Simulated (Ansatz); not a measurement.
Reactions of C₃H₉NSi, SMILES `CNC1C[SiH2]1`.

Isolated molecules relaxed with PBE0-D4/def2-TZVP in Ansatz; ΔE leaves out vibrations. CCSD(T)/CBS is the MP2 limit (def2-TZVPP, def2-QZVPP) plus CCSD(T) − MP2 in def2-TZVPP, frozen cores. This one scheme is used for every species. Functionals use def2-TZVPP. Triplets are unrestricted, without spin–orbit coupling. One conformer a species, not always the lowest.

```
                                          reaction  CCSD/CBS(def2) (eV)  HF/CBS(def2) (eV)  B2PLYP (eV)
                  `CNC1C[SiH2]1` → `CCC(=N)[SiH3]`                -0.90              -1.17        -0.93
`CNC1C[SiH2]1` → `[CH2]` (triplet) + `NC1C[SiH2]1`                 4.13               2.75         4.16
                    `CNC1C[SiH2]1` → `C=NC[SiH2]C`                -1.04              -1.31        -1.11
                  `CNC1C[SiH2]1` → `CC([SiH3])C=N`                -0.97              -1.22        -1.00
```

**Question.** Give the CCSD(T)/CBS values in the same order. (Estimate.)

**Answer.** Ansatz gave: -0.90, 4.25, -1.04, -0.97 eV.

Largest T1 diagnostic: 0.012, for `CC([SiH3])C=N`.
